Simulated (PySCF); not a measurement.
Compound: BF3.
Z-matrix (Å and degrees, PBE0-D3(BJ)/def2-SVP geometry), rows numbered from 1:
```
F 
B   1  1.3104
F   2  1.3106  1  119.99
F   2  1.3105  1  120.04  3   179.98
```

All values: PBE0/def2-SVPD (PySCF, non-relativistic), on one gas-phase PBE0-D3(BJ)/def2-SVP geometry that isn't relaxed in the solvent. The solvent is an IEF-PCM continuum (cavity from Bondi-type radii × 1.2), and excitations are vertical TDDFT with non-equilibrium linear response and a frozen core. The model holds no explicit solvent molecules, cavitation or dispersion.

Gas-phase singlets (H = HOMO, L = LUMO):

```
state  E (eV)  λ (nm)      f  leading configurations
   S1  10.736     115  0.000              H→L+1 100%
   S2  10.903     114  0.000                 H→L 99%
   S3  11.758     105  0.000               H-1→L 98%
   S4  11.759     105  0.000               H-2→L 98%
   S5  11.857     105  0.000             H-3→L+1 99%
```

Question: What are the lowest 5 singlets in chloroform (ε = 4.711)?

Answer: 
```json
{"state": "S1", "E (eV)": "10.830", "λ (nm)": "114", "f": "0.000", "leading configurations": "H→L+1 99%", "change by rank (eV)": "+0.094"}
{"state": "S2", "E (eV)": "10.986", "λ (nm)": "113", "f": "0.000", "leading configurations": "H→L 98%", "change by rank (eV)": "+0.083"}
{"state": "S3", "E (eV)": "11.821", "λ (nm)": "105", "f": "0.000", "leading configurations": "H-1→L 94%", "change by rank (eV)": "+0.063"}
{"state": "S4", "E (eV)": "11.822", "λ (nm)": "105", "f": "0.000", "leading configurations": "H-2→L 94%", "change by rank (eV)": "+0.063"}
{"state": "S5", "E (eV)": "11.952", "λ (nm)": "104", "f": "0.000", "leading configurations": "H-3→L+1 99%", "change by rank (eV)": "+0.095"}
```

Question: How do the frontier levels move from gas to chloroform?

Answer: 
```json
{"orbital": "LUMO+2", "gas (eV)": "2.76", "solvent (eV)": "2.71", "change (eV)": "-0.05", "Löwdin shares, gas": "F1 45 %, F3 28 %, F4 20 %, B2 7 %", "Löwdin shares, solvent": "F4 47 %, F1 25 %, F3 21 %, B2 7 %"}
{"orbital": "LUMO+1", "gas (eV)": "0.65", "solvent (eV)": "0.80", "change (eV)": "+0.15", "Löwdin shares, gas": "B2 44 %, F3 19 %, F1 19 %, F4 19 %", "Löwdin shares, solvent": "B2 44 %, F4 19 %, F3 19 %, F1 19 %"}
{"orbital": "LUMO", "gas (eV)": "0.01", "solvent (eV)": "0.13", "change (eV)": "+0.12", "Löwdin shares, gas": "B2 76 %, F3 8 %, F1 8 %, F4 8 %", "Löwdin shares, solvent": "B2 76 %, F1 8 %, F4 8 %, F3 8 %"}
{"orbital": "HOMO", "gas (eV)": "-12.40", "solvent (eV)": "-12.36", "change (eV)": "+0.04", "Löwdin shares, gas": "F4 34 %, F1 33 %, F3 33 %", "Löwdin shares, solvent": "F3 33 %, F1 33 %, F4 33 %"}
{"orbital": "HOMO-1", "gas (eV)": "-13.29", "solvent (eV)": "-13.23", "change (eV)": "+0.06", "Löwdin shares, gas": "F4 61 %, F1 24 %, F3 8 %, B2 7 %", "Löwdin shares, solvent": "F1 56 %, F3 34 %, B2 7 %"}
{"orbital": "HOMO-2", "gas (eV)": "-13.29", "solvent (eV)": "-13.23", "change (eV)": "+0.06", "Löwdin shares, gas": "F3 54 %, F1 38 %, B2 7 %", "Löwdin shares, solvent": "F4 59 %, F3 28 %, B2 7 %, F1 6 %"}
{"orbital": "HOMO-3", "gas (eV)": "-13.55", "solvent (eV)": "-13.51", "change (eV)": "+0.04", "Löwdin shares, gas": "F3 46 %, F1 26 %, F4 19 %, B2 10 %", "Löwdin shares, solvent": "F1 40 %, F4 36 %, F3 14 %, B2 10 %"}
```

The HOMO–LUMO gap goes from 12.41 to 12.49 eV. Rows go by rank; for HOMO-3, HOMO-2 and LUMO+2 the atom shares or the degeneracy differ between the runs, so the row needn't follow one orbital. Shares within a degenerate set are those of one arbitrary member.

Rough CPU time on one thread of a shared machine: about 5 s. This is the whole response run at PBE0/def2-SVPD in chloroform, SCF included.
